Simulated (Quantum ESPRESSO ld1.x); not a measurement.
Results of a calculation; reference values are marked as such.
Task: Radial electron density D(r) = 4 pi r^2 rho(r) of an atom or ion with 35 electrons. Code: ld1.x of Quantum ESPRESSO 7.5. Model: scalar-relativistic Kohn-Sham, LDA (Slater exchange, VWN5 correlation), spin-polarised, spherical densities, point nucleus.

```
   r/bohr * D(r) (the largest magnitude, 53.5, reaches the edge; | marks zero)
  0.00161 |*
 0.002165 | *
 0.002887 |  *
 0.003882 |     *
 0.005177 |        *
  0.00696 |             *
 0.009283 |                   *
  0.01248 |                           *
  0.01665 |                                    *
  0.02238 |                                           *
  0.02985 |                                             *
  0.04013 |                                          *
  0.05353 |                                      *
  0.07197 |                                       *
  0.09599 |                                               *
   0.1291 |                                                      *
   0.1721 |                                               *
   0.2314 |                                 *
   0.3087 |                               *
    0.415 |                                     *
   0.5535 |                               *
   0.7441 |               *
   0.9925 |       *
    1.334 |     *
     1.78 |   *
    2.393 | *
    3.191 |*
    4.291 *
    5.723 *
    7.694 *
    10.26 *
```

What is the nuclear charge?

Result: Z = 36. The innermost maximum, from 1s, lies near gamma/Z bohr with gamma = sqrt(1 - (Z/c)^2) = 0.965, here 0.0268 bohr (found: 0.0291), and its height grows with Z. The density is that of the krypton ion Kr+ in [Ar] 3d10 4s2 4p4.5 4d0.5; the configuration itself is not fixed sharply by these data, and Z only to about a unit. D(r) has 3 maxima, at r = 0.0291, 0.130, 0.428 bohr, and minima at 0.0604, 0.274 bohr, inside which lie 2.07, 11.03 electrons.
